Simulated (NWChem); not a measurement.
C₂H₆FNSi; SMILES C=C(F)[SiH2]N

```xyz
11

C      0.8993     1.8883     0.4101
C      0.0534     0.9539    -0.0250
F     -1.2487     1.3088    -0.2631
Si     0.4108    -0.8690    -0.3733
N     -0.4710    -2.0226     0.5709
H      0.5841     2.9162     0.5697
H      1.9349     1.6355     0.6102
H      1.8652    -1.0432    -0.1236
H      0.0536    -1.1336    -1.7899
H     -0.3471    -2.0524     1.5763
H     -1.4358    -2.2138     0.3271
```
Atoms are numbered in this order, from 1.

All runs: NWChem. Pople sets run with spherical d functions. All runs use the structure optimised with B3LYP/6-31G* (spherical d). Level: B3LYP/6-31G* with SMD (1 M gas to 1 M solution), gas-phase geometry. Reactions with the solvent are ignored.

Q: What does the run give for solvent toluene? Quantities: solvation free energy (kcal/mol); cavity-dispersion-structure term (kcal/mol); dipole in solution (D).

A: solvation free energy (kcal/mol): -2.0
cavity-dispersion-structure term (kcal/mol): 1.1
dipole in solution (D): 1.46
